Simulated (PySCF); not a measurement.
B3LYP has the VWN-RPA correlation part, as in Gaussian. 

Cartesian coordinates (Å):
```xyz
6

Ti     0.0602    -0.0225    -0.0257
O     -0.5409    -0.2771    -1.6228
H     -0.8774    -0.4193    -2.5142
H      1.5660    -0.8116     0.0622
H      0.2070     1.6611     0.1795
H     -1.0807    -0.7001     1.0407
```
Charge 0, spin multiplicity 1.

What charge on the central atom (meta-Löwdin), dipole moment, total energy, HOMO, charge on the central atom (Mulliken), HOMO–LUMO gap and LUMO does B3LYP-D3(BJ)/def2-TZVP // r2SCAN-D4/def2-SVP (PySCF) give?


| Property | Result |
|---|---|
| charge on the central atom (meta-Löwdin) | 1.09 e |
| dipole moment | 0.391 e·Å |
| total energy | -927.1310 Ha |
| HOMO | -8.17 eV |
| charge on the central atom (Mulliken) | 0.90 e |
| HOMO–LUMO gap | 5.57 eV |
| LUMO | -2.60 eV |
